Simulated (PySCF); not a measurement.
# Polarisability and C₆ of Cr³⁺ (chromium, charge +3)

[Ar] 3d3, high-spin 4F determinant. Calculation: PySCF 2.14, in aug-cc-pwCVTZ-DK with one added diffuse shell each of s, p, d, f, g type (11s10p8d5f4g, 152 functions); the spin-free X2C one-electron Hamiltonian (Gaussian nucleus). Coupled (time-dependent) response in atomic units; α is the mean over directions.

```
method  mean α (bohr³)  C₆ (like pair)  S(−4)
   PBE           2.213           5.613  1.898
```

S(−4) is the Cauchy moment in α(ω) = α(0) + S(−4) ω² + …

α(iu) at PBE:

```
u (hartree)  α(iu) (bohr³)
          0          2.213
     0.0500          2.208
      0.100          2.194
      0.200          2.142
      0.300          2.066
      0.500          1.881
      0.750          1.650
       1.00          1.445
       1.50          1.115
       2.00         0.8724
       3.00         0.5611
       5.00         0.2814
```

A single London oscillator, α(iu) = α/(1 + u²/ω²), gives C₆ = (3/4) ω α². Matching the computed C₆ needs ω = 4 × 5.613 / (3 × 2.213²) = 1.53 hartree.

For an ion, C₆ is the dispersion term alone; charge-induced terms of lower order in 1/R come first.
